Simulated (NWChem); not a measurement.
System: C3H4BFO; SMILES O=C1CB(F)C1

```xyz
10

O     -0.3991    -2.2524     0.0000
C     -0.0334    -1.0996     0.0000
C      0.1680    -0.0830     1.1542
B     -0.0031     0.9959     0.0000
F     -0.2485     2.2985     0.0000
C      0.1680    -0.0830    -1.1542
H      1.2291    -0.1061     1.4979
H     -0.4777    -0.1858     2.0485
H     -0.4777    -0.1858    -2.0485
H      1.2291    -0.1061    -1.4979
```
Atoms are numbered in this order, from 1.

Level: PBE-D3(BJ)/def2-SVP (NWChem), optimised geometry, unscaled harmonic frequencies. 

Question: List the harmonic frequencies with IR intensities, and the thermochemistry.

Answer: 
```csv
frequency (cm⁻¹),IR intensity (km/mol)
69,7.8
301,2.0
309,0.5
332,4.4
388,0.9
490,0.2
552,0.8
683,0.6
757,0.1
862,0.8
867,34.7
908,14.2
1011,26.2
1052,15.9
1077,9.7
1157,175.1
1276,88.0
1287,13.8
1432,380.2
1831,209.7
2967,6.7
2974,1.5
3067,0.0
3069,0.0
```

- zero-point energy = 41.0 kcal/mol
- thermal correction to the enthalpy at 298.15 K (with zero-point energy) = 45.5 kcal/mol
- heat capacity Cv = 21.6 cal/(mol K)
- entropy at 298.15 K and 1 atm (symmetry number 1) = 77.4 cal/(mol K)
- dipole moment = 1.92 D

Rigid rotor and harmonic oscillator; modes under 100 cm⁻¹ make the entropy uncertain.
